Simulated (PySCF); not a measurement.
HfH₃, SMILES [HfH3] (connectivity only; charge and spin as stated), neutral, multiplicity 2.

Coordinates come from a B3LYP-D3(BJ)/def2-TZVPD optimisation. A frequency run showed that this geometry is not a minimum. The spin state was assumed, not searched. The def2 effective core potentials stand for the cores of Hf; spin–orbit coupling is left out.

Two levels are set side by side: PBE/def2-TZVPD (PySCF) and M06-2X/def2-TZVPD (PySCF). Same geometry, gas phase. Differences are taken from unrounded values.

| quantity | M06-2X | PBE | PBE minus M06-2X |
|---|---|---|---|
| α-spin orbital gap (eV) | 5.43 | 1.33 | -4.10 |
| β-spin orbital gap (eV) | 6.40 | 4.01 | -2.39 |
| mean polarisability (bohr³) | 58.7 | 62.9 | 4.2 |

PBE's more diffuse valence density responds more strongly to a field. Differences between two approximate levels are no errors against the true value.

Rough cost on one machine, each run with all the roots and properties that it gave: M06-2X against PBE about 2 times.
